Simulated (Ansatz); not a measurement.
Basis sets compared for Hg10Te9F2. Total charge 0; singlet. Geometry PBE-D4/def2-SVP. Ansatz on 4 threads of AMD EPYC 7R13 on a shared host and a share (37 GiB) of an NVIDIA H100 80GB HBM3; times are rough, and most runs start from earlier orbitals.

```xyz
21

F     0.7792   -0.5784   -3.8549
F    -1.9209   -0.2493   -2.1424
Hg    3.3550    1.7579    1.2287
Hg    0.3463    2.5027    3.2984
Hg    0.7833    3.5437    0.0375
Hg   -2.1763    1.3668    1.0512
Hg   -0.9527   -1.7342   -3.8977
Hg    1.1239   -0.3447   -1.3412
Hg   -2.5335   -2.3120   -0.8742
Hg    3.4307   -1.9575    0.7507
Hg   -0.0376   -1.2559    2.3556
Hg   -4.5848    1.0753   -1.2288
Te    2.6581    4.3195    1.9997
Te    1.9741    0.2276    3.5451
Te   -2.0736    3.6070    2.6914
Te    4.1138    0.0940   -0.8883
Te   -0.7145    1.7622   -1.4470
Te   -2.7419   -1.3838    1.7209
Te   -2.8895   -3.4539   -3.3722
Te    0.5329   -3.2170   -1.0985
Te    1.5281   -3.7698    1.4660
```

In the def2 sets Hg, Te take a core potential; there is no spin–orbit coupling. Single mean-field runs in def2-SVP, def2-TZVP are fitted with def2-universal-jkfit. Another isomer (singlet) lies 0.57 eV lower at PBE0-D4/def2-TZVP; other spin states weren't run for this one.

Binding counts from free atoms (F doublet, Hg singlet, Te triplet) in the same basis, without a counterpoise term.

| level | functions | energy (Eh) | HOMO (eV) | LUMO (eV) | binding per atom (eV) | wall time |
| --- | --- | --- | --- | --- | --- | --- |
| PBE-D4/def2-SVP | 582 | -4147.4037 | -4.98 | -3.98 | 1.47 | 6 s |
| PBE0-D4/def2-SVP | 582 | -4147.1376 | -5.95 | -3.44 | 1.38 | 8 s |

Question: Estimate the rows for PBE-D4/def2-TZVP (with forces), PBE0-D4/def2-TZVP.

Answer: 
| level | functions | energy (Eh) | HOMO (eV) | LUMO (eV) | binding per atom (eV) | wall time |
| --- | --- | --- | --- | --- | --- | --- |
| PBE-D4/def2-TZVP (with forces) | 942 | -4147.8558 | -4.98 | -3.93 | 1.55 | 9.5 s |
| PBE0-D4/def2-TZVP | 942 | -4147.5847 | -5.90 | -3.34 | 1.47 | 15 s |
